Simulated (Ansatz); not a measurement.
The first iterations of a band of BrH$_{4}$SSi (7 atoms, charge 1, multiplicity 1).

Level of theory: RHF/def2-SVP (Ansatz).

```json
{
 "movable images": "7",
 "climbing image": "yes",
 "spring": "5.0 eV/Å²",
 "optimiser": "quadratic models (default)",
 "start path": "through a guess of the saddle point",
 "force threshold": "0.05 eV/Å",
 "iteration limit": "60",
 "end points": "relaxed"
}
```

Image 0:

```xyz
7
Properties=species:S:1:pos:R:3
S -1.411 0.123 -0.257
Si 0.825 0.078 0.480
Br 0.947 -1.828 1.506
H -1.394 -0.896 -1.129
H -1.365 1.106 -1.169
H 0.818 1.260 1.336
H 1.580 0.157 -0.767
```

Image 8:

```xyz
7
Properties=species:S:1:pos:R:3
S -1.129 0.571 -0.744
Si 0.853 0.171 0.454
Br 0.922 -1.956 0.878
H -2.016 -0.070 0.031
H -1.043 -0.375 -1.692
H 0.597 1.023 1.612
H 1.817 0.635 -0.540
```

| iteration | highest image above the first end (eV) | largest band force component (eV/Å) |
| --- | --- | --- |
| 1 | 0.802 | 7.213 |
| 2 | 0.161 | 2.479 |

Problem. Does the band converge within its limit, and where does its top end?

Solution. It converged. It ended after 5 iterations with the highest image 0.028 eV above the first end. A vibrational analysis at the climbing image gives one clearly imaginary mode, 130i cm⁻¹: a first-order saddle point. Limits of this set-up: the dipole of an ion depends on the origin.

The run took 69 s on 1 CPU thread of a shared host.
